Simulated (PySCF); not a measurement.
C4H9N, SMILES C/C=N/CC. Atoms are numbered in the order given.

```xyz
14

C      2.3516    -0.6718    -0.0806
C      1.1240     0.1612     0.0671
N     -0.0127    -0.3351     0.3126
C     -1.1430     0.5494     0.4293
C     -2.2175     0.1912    -0.5842
H      2.1046    -1.7339     0.0468
H      3.1099    -0.3809     0.6650
H      2.8082    -0.5181    -1.0722
H      1.2566     1.2608    -0.0483
H     -0.8542     1.6173     0.3212
H     -1.5567     0.4308     1.4464
H     -2.5060    -0.8652    -0.4804
H     -3.1133     0.8149    -0.4453
H     -1.8511     0.3399    -1.6116
```
Charge 0, spin multiplicity 1.

The structure is a stationary point at PBE0-D3(BJ)/def2-SVP. The structure was generated by enumeration; whether it is a known compound was not checked. The values are those of a single conformer.

Computed with B3LYP/def2-TZVP (PySCF).

The total energy comes out as -212.66689 hartree and the highest occupied level comes out as -6.94 eV. The lowest empty level is -0.20 eV and the orbital gap comes out as 6.75 eV. The dipole moment is 1.38 D, the quadrupole, principal values (traceless, Buckingham form, about the centre of nuclear charge) is -2.81, -1.42, 4.23 D·Å and the mean static polarisability comes out as 60.8 bohr³ (9.01 Å³). The polarisability, principal values is 47.9, 54.5, 80.1 bohr³.
